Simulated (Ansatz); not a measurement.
Predict a relaxed structure of the cluster Sn5⁻, charge -1, doublet, at PBE-D4/def2-SVPD (Ansatz).


```xyz
5

Sn   -1.0528   -1.3180    0.2470
Sn   -0.2804    0.5545    2.2846
Sn    1.8407   -0.2271    0.2480
Sn   -0.6917    1.6560   -0.5156
Sn    0.1841   -0.6655   -2.2640
```
Point group C2v (tolerance 0.1 Å). This is one stationary point.

In the def2 sets Sn takes a core potential; there is no spin–orbit coupling. The structure comes from a short search, and lower isomers may exist.
